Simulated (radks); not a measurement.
Values are calculated unless marked as measured or tabulated.
Task: These are the eigenvalues of the occupied orbitals of an atom or ion with whole-number occupations (hartree). Code: a radial shooting solver on a logarithmic mesh with Libxc functionals. Model: Dirac Kohn-Sham, BLYP, spin-unpolarised, spherical densities, finite nucleus; Fermi nuclear charge, rms radius of each element as measured or else 0.836 A^(1/3) + 0.57 fm.

orbital  eigenvalue
1s1/2     -1614.227
2s1/2     -323.7745
2p1/2     -310.9380
2p3/2     -292.9605
3s1/2     -119.1438
3p1/2     -114.1828
3p3/2     -109.9211
3d3/2     -102.2955

Which element is it, and in what charge state? The configuration may be excited. Open shells, if any, fill j = l - 1/2 first.

Result: Z = 59, praseodymium, charge +39: Pr39+ in [Ar] 3d2. The list shows which subshells hold electrons but not how many an open one holds; the 1s level, -1614.2 hartree, gives Z - s = 56.8 by -(Z - s)^2/2, which with screening and relativity narrows Z to a few neighbours, and the depths of the outer levels then fix element, charge and occupations together.
